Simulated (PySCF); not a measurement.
Geometry:
```tsv
atom	x (Å)	y (Å)	z (Å)
C1	-2.306	-0.029	-1.049
C2	-1.830	0.262	0.146
C3	-0.696	-0.452	0.823
C4	0.289	0.550	1.453
O5	0.934	1.359	0.510
C6	1.957	0.673	-0.212
Si7	1.155	-0.839	-1.061
Cl8	2.368	-2.423	-1.210
O9	-0.006	-1.326	-0.039
H10	-1.901	-0.834	-1.637
H11	-3.125	0.520	-1.479
H12	-2.255	1.060	0.738
H13	-1.103	-1.078	1.631
H14	1.031	-0.012	2.042
H15	-0.255	1.228	2.116
H16	2.356	1.413	-0.904
H17	2.763	0.398	0.485
H18	0.616	-0.464	-2.364
```

[PySCF 2.14: GFN2-xTB geometry; GIAO PBE0/pcSseg-1 shieldings; isolated molecule; non-relativistic; single conformer]

δ = σ(ref) − σ, references computed at the same level: TMS for ¹³C and ¹H and ²⁹Si; ¹⁷O vs H2O; ³⁵Cl vs HCl.

| atoms | nucleus | count | δ (ppm) |
| --- | --- | --- | --- |
| H13 | ¹H | 1 | 4.71 |
| Si7 | ²⁹Si | 1 | -23.0 |
| H11 | ¹H | 1 | ? |
| H10 | ¹H | 1 | 6.01 |
| H14 | ¹H | 1 | 3.78 |
| Cl8 | ³⁵Cl | 1 | 28 |
| H17 | ¹H | 1 | 3.58 |
| C1 | ¹³C | 1 | ? |
| H15 | ¹H | 1 | 3.86 |
| H12 | ¹H | 1 | ? |
| O9 | ¹⁷O | 1 | ? |
| C3 | ¹³C | 1 | 79.9 |
| C4 | ¹³C | 1 | ? |
| O5 | ¹⁷O | 1 | 9.0 |
| H16 | ¹H | 1 | 3.80 |
| C2 | ¹³C | 1 | 147.2 |
| H18 | ¹H | 1 | ? |
| C6 | ¹³C | 1 | 68.3 |

Complete the table.

Answers


- C1: 124.0 ppm, terminal =CH2 carbon; an sp2 carbon of a C=C bond
- C4: 76.6 ppm, sp3 CH2 bonded to O; the inductive effect lowers its shielding
- H12: 6.07 ppm, hydrogen on an alkene CH; a vinylic proton, deshielded by the sp2 carbon and the C=C anisotropy
- H11: 5.83 ppm, hydrogen on a terminal =CH2 carbon; a vinylic proton, deshielded by the sp2 carbon and the C=C anisotropy
- H18: 5.62 ppm, hydrogen on a silicon bonded to C, Cl, O, in a 6-membered ring
- O9: 51.2 ppm, oxygen bonded to C, Si, in a 6-membered ring

Shifts are as computed. Against solution values, carbons near 30 ppm lie about +3 ppm off and those near 130 ppm about +5 ppm. Of 1211 compounds with measured shifts, 218 miss one by over three times the rms of a fit or turn the order of signals round; such compounds aren't used in these exercises. Experimental scales use liquid or dissolved standards, which lie at an offset from isolated H2O (liquid H2O: subtract about 36 ppm).
